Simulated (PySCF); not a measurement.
Question: What does the PBE0-D3(BJ)/def2-SVP structure of `C[S@+]1CCC[C@@H]1OC=O` look like in three dimensions? (Charge +1.)

Answer: 
```xyz
20
C6H11O2S angstrom
C      1.477    1.425    0.480
S      0.447    0.112    1.149
C      1.204   -1.404    0.448
C      0.065   -2.126   -0.261
C     -0.724   -1.069   -1.015
C     -1.048    0.040   -0.041
O     -1.278    1.238   -0.691
C     -1.629    2.284    0.104
O     -1.529    2.240    1.291
H      2.493    1.246    0.857
H      1.101    2.371    0.891
H      1.457    1.421   -0.618
H      1.997   -1.089   -0.245
H      1.650   -1.966    1.280
H     -0.574   -2.646    0.470
H      0.471   -2.896   -0.932
H     -1.659   -1.462   -1.441
H     -0.137   -0.647   -1.846
H     -1.863   -0.195    0.661
H     -1.972    3.134   -0.513
```

Any rigid rotation of these coordinates is as good. Atoms count from 1 in this order. The 5-membered ring S2–C3–C4–C5–C6 has internal angles of 93.1° to 107.6°; it is puckered, 0.20 Å rms from its mean plane, widest ring torsion 51°. C8 (ester carbonyl carbon) is planar (angles 127.6°, 122.1° and 110.2°, sum 360.0°, 0.01 Å off the plane of its three neighbours). The C–S distances run from 1.798 Å (C1–S2, drawn single) to 1.912 Å (S2–C6, drawn single), a spread of 0.114 Å. The C–O distances run from 1.192 Å (C8=O9, drawn double) to 1.382 Å (C6–O7, drawn single), a spread of 0.190 Å.

Bonds between heavy atoms (Å): C1–S2 1.798, S2–C3 1.833, C3–C4 1.523, C4–C5 1.520, C5–C6 1.511, C6–O7 1.382, O7–C8 1.359, C8=O9 1.192, S2–C6 1.912.

Theory: PySCF, PBE0-D3(BJ)/def2-SVP geometry optimisation, gas phase.

Point group: C1 (no symmetry element, even within 0.4 Å). PBE0-D3(BJ)/def2-SVP frequencies: not computed here. Torsions: C5–C6–O7–C8 177°, C6–O7–C8–O9 12°, C1–S2–C3–C4 -125°, S2–C3–C4–C5 43°, C3–C4–C5–C6 -51°, C4–C5–C6–O7 156°.

One conformer stands for the species.
